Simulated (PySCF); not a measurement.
**Ionising GeTe**

RHF-CCSD; Ge def2-SVP, Te def2-SVP with ECP28; scalar-relativistic core potentials (PySCF 2.14). Neutral (RHF): singlet (closed shell), Re = 2.359 Å, ωe = 335 cm⁻¹, De = 3.72 eV.

GeTe⁺ (ROHF): doublet (π ↑), Re = 2.513 Å, ωe = 266 cm⁻¹, De = 2.75 eV to Ge⁺ + Te. The energies at the minima are -2342.45817 hartree for GeTe and -2342.13799 for GeTe⁺.

Work out the adiabatic ionisation energy, without and with harmonic zero-point energies (1 hartree = 27.2114 eV, 1 eV = 8065.5 cm⁻¹), and the change of the bond length.

At CCSD: 0.32018 hartree = 8.713 eV between the minima; the zero-point term (266.0 − 335.0)/2 cm⁻¹ = -0.004 eV makes it 8.708 eV. Re changes by +15.4 pm against the neutral. The electron leaves a π orbital, and the longer bond of the ion fits a bonding orbital, or a change in how ionic the bond is.

Correlated steps freeze 13 core orbitals. Correlated levels converge slowly with the basis: in double zeta they bind strong bonds too weakly, by up to about 1 eV, and carry superposition errors of some tenths. Spin–orbit coupling is left out, which matters for elements this heavy, above all for dissociation energies. For an ion De counts to the pair picked by the measured ionisation energies or electron affinities, which need not be the lowest pair at this level. Where the molecule has an RHF reference, its open-shell atoms are computed with UHF. The CCSD T1 diagnostic is raised in GeTe, a sign that a single reference may not be enough there. States were picked by a PBE0 search and need not be the measured ground states.
